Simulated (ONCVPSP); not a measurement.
# What the settings do to the ONCV potential of C

Base potential:

```json
{
 "Element": "carbon (C)",
 "Generator": "ONCVPSP 4.0.1",
 "Type": "optimised norm-conserving Vanderbilt (ONCV)",
 "Functional": "PBE",
 "Relativity": "scalar-relativistic",
 "Frozen core": "[He]",
 "Valence charge": "4",
 "Reference configuration": "2s2 2p2",
 "Partial waves": "2s: rc 1.30 bohr, ncon 4, nbas 8, qcut 4.7 1/bohr, 2 projectors, debl 2.3 Ha; 2p: rc 3.05 bohr, ncon 3, nbas 7, qcut 4.1 1/bohr, 2 projectors, debl 1.1 Ha",
 "Local potential": "polynomial inside 1.15 bohr (lpopt 5, dvloc0 1 Ha)",
 "Core correction": "polynomial model core, fcfact 0.7"
}
```

All-electron outer shells of the reference configuration (PBE, scalar-relativistic, ld1.x):

```csv
shell,level (eV),outermost node (bohr),outermost maximum (bohr)
1s,-273.38,–,0.17
2s,-13.75,0.38,1.22
2p,-5.29,–,1.20
```

Cutoffs, loose and tight: the cutoffs (Ha) at which the residual kinetic energy of the hardest occupied pseudo-wave falls to 1 and 0.1 mHa per electron. They do not see the model core or the augmentation charge, which bear on the density cutoff. Test errors are all-electron minus pseudo excitation energies from the reference, over the configurations 2s2 2p1; 2s2 2p0; 2s1 2p0; 2s2 2p1.5. A dash means not determined; rows that change the core or the reference have their own tests.

```tsv
change	outcome	cutoff, loose	cutoff, tight	bound ghosts	GHOST(+) flags above zero	largest test error (meV)
base	generated	28 Ha	95 Ha	none	none	+3238
functional LDA (Perdew-Zunger)	generated	28 Ha	95 Ha	none	none	+3238
local potential polynomial inside 1.15 bohr (lpopt 5, dvloc0 9.5 Ha)	generated	28 Ha	95 Ha	none	none	+3238
p: debl 0.65	generated	28 Ha	95 Ha	none	none	+3238
```

(1) What comes out with this change to the base: s: nbas 7?

(2) What comes out with this change to the base: s: qcut 3?

(3) What comes out with this change to the base: p: rc 4.56?

## Answers

(1) outcome: generated; cutoff, loose: 32 Ha; cutoff, tight: 67 Ha; bound ghosts: none; GHOST(+) flags above zero: none; largest test error (meV): +3238.

(2) outcome: generated; cutoff, loose: 82 Ha; cutoff, tight: 103 Ha; bound ghosts: none; GHOST(+) flags above zero: none; largest test error (meV): +3238.

(3) outcome: generated; cutoff, loose: 28 Ha; cutoff, tight: 95 Ha; bound ghosts: none; GHOST(+) flags above zero: none; largest test error (meV): +6177.
